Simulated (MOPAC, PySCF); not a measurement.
[Nb(Cl)2(OH)3], neutral singlet in the gas phase. 

Z-matrix (Å, degrees):
```
Nb
O 1 1.8909
H 2 0.9791 1 119.14
O 1 1.8917 2 95.32 3 -171.04
H 4 0.9760 1 133.28 2 125.13
O 1 1.9079 2 93.98 3 -7.60
H 6 0.9765 1 129.19 2 -125.56
Cl 1 2.3134 2 111.73 3 89.69
Cl 1 2.4229 2 123.47 3 -88.52
```
Charge 0, spin multiplicity 1.

All levels are single points at this geometry (BP86-D3(BJ)/def2-SVP); Pople sets use spherical d functions. Orbital energies aren't observables, and empty levels follow the basis.

B3LYP/6-311+G** (LANL2DZ on Nb) in PySCF gives HOMO (eV) = -8.45.

Question: Estimate the HOMO (eV) from each of these levels: B3LYP-D3(BJ)/def2-TZVP in PySCF; PBE-D3(BJ)/def2-TZVP in PySCF; TPSSh-D3(BJ)/def2-TZVP in PySCF; B3LYP/6-31G* (LANL2DZ on Nb) in PySCF; B3LYP/LANL2DZ in PySCF; BP86/6-31G* (LANL2DZ on Nb) in PySCF; M06-2X/6-31G* (LANL2DZ on Nb) in PySCF; PBE/6-31G* (LANL2DZ on Nb) in PySCF; SVWN5/6-31G* (LANL2DZ on Nb) in PySCF; HF/6-31G* (LANL2DZ on Nb) in PySCF; PM6 in MOPAC; PM7 in MOPAC.

Answer: 
| level | HOMO (eV) |
|---|---|
| B3LYP-D3(BJ)/def2-TZVP in PySCF | -8.25 |
| PBE-D3(BJ)/def2-TZVP in PySCF | -7.06 |
| TPSSh-D3(BJ)/def2-TZVP in PySCF | -7.75 |
| B3LYP/6-31G* (LANL2DZ on Nb) in PySCF | -8.23 |
| B3LYP/LANL2DZ in PySCF | -8.51 |
| BP86/6-31G* (LANL2DZ on Nb) in PySCF | -7.14 |
| M06-2X/6-31G* (LANL2DZ on Nb) in PySCF | -9.97 |
| PBE/6-31G* (LANL2DZ on Nb) in PySCF | -7.03 |
| SVWN5/6-31G* (LANL2DZ on Nb) in PySCF | -7.18 |
| HF/6-31G* (LANL2DZ on Nb) in PySCF | -12.15 |
| PM6 in MOPAC | -10.63 |
| PM7 in MOPAC | -10.58 |
